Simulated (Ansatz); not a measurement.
C₂H₈O₂Si₂ (`C=C[SiH](O)[SiH2]O`) at its PBE0-D4/def2-TZVP geometry, where that method's forces vanish. Charge 0, multiplicity 1.

| atom | x (Å) | y (Å) | z (Å) |
| --- | --- | --- | --- |
| C1 | 1.2974 | 0.7646 | 1.5899 |
| C2 | 0.6501 | -0.3979 | 1.6078 |
| Si3 | -0.5905 | -0.8970 | 0.3234 |
| O4 | -0.2969 | -2.4847 | -0.0581 |
| Si5 | -0.3928 | 0.4233 | -1.6126 |
| O6 | -0.5814 | 2.0126 | -1.1729 |
| H7 | 1.1494 | 1.4944 | 0.7981 |
| H8 | 1.9969 | 1.0460 | 2.3724 |
| H9 | 0.8388 | -1.0847 | 2.4326 |
| H10 | -1.9777 | -0.7857 | 0.8716 |
| H11 | -1.0354 | -2.9961 | -0.3902 |
| H12 | -1.4245 | 0.0264 | -2.6205 |
| H13 | 0.9317 | 0.2109 | -2.2694 |
| H14 | -0.5652 | 2.6680 | -1.8720 |

(1) For each bond, give half the difference of the two atoms' forces along it (eV/Å; positive pushes the atoms apart) under PBE-D4, r2SCAN-D4, B3LYP-D4, ωB97M-V in def2-TZVPP. (Estimate.)

Results:

(1) Computed: 
```json
{"bond": "C1–C2", "length (Å)": "1.331", "PBE-D4": "0.36", "r2SCAN-D4": "0.20", "B3LYP-D4": "0.12", "ωB97M-V": "0.03"}
{"bond": "C1–H7", "length (Å)": "1.087", "PBE-D4": "0.02", "r2SCAN-D4": "-0.05", "B3LYP-D4": "-0.09", "ωB97M-V": "-0.05"}
{"bond": "C1–H8", "length (Å)": "1.087", "PBE-D4": "0.02", "r2SCAN-D4": "-0.07", "B3LYP-D4": "-0.09", "ωB97M-V": "-0.06"}
{"bond": "C2–Si3", "length (Å)": "1.854", "PBE-D4": "-0.14", "r2SCAN-D4": "-0.06", "B3LYP-D4": "0.02", "ωB97M-V": "0.05"}
{"bond": "C2–H9", "length (Å)": "1.090", "PBE-D4": "0.05", "r2SCAN-D4": "-0.02", "B3LYP-D4": "-0.09", "ωB97M-V": "-0.08"}
{"bond": "Si3–O4", "length (Å)": "1.659", "PBE-D4": "0.32", "r2SCAN-D4": "0.05", "B3LYP-D4": "0.14", "ωB97M-V": "0.16"}
{"bond": "Si3–Si5", "length (Å)": "2.352", "PBE-D4": "-0.15", "r2SCAN-D4": "0.00", "B3LYP-D4": "0.00", "ωB97M-V": "-0.08"}
{"bond": "Si3–H10", "length (Å)": "1.496", "PBE-D4": "0.03", "r2SCAN-D4": "-0.02", "B3LYP-D4": "-0.12", "ωB97M-V": "-0.16"}
{"bond": "O4–H11", "length (Å)": "0.958", "PBE-D4": "0.33", "r2SCAN-D4": "0.01", "B3LYP-D4": "-0.02", "ωB97M-V": "-0.06"}
{"bond": "Si5–O6", "length (Å)": "1.660", "PBE-D4": "0.31", "r2SCAN-D4": "0.04", "B3LYP-D4": "0.16", "ωB97M-V": "0.18"}
{"bond": "Si5–H12", "length (Å)": "1.496", "PBE-D4": "0.04", "r2SCAN-D4": "-0.02", "B3LYP-D4": "-0.10", "ωB97M-V": "-0.13"}
{"bond": "Si5–H13", "length (Å)": "1.494", "PBE-D4": "0.04", "r2SCAN-D4": "-0.01", "B3LYP-D4": "-0.10", "ωB97M-V": "-0.14"}
{"bond": "O6–H14", "length (Å)": "0.958", "PBE-D4": "0.34", "r2SCAN-D4": "0.02", "B3LYP-D4": "-0.01", "ωB97M-V": "-0.06"}
```

B3LYP here is the variant with VWN-RPA as its local correlation; programs differ in this.
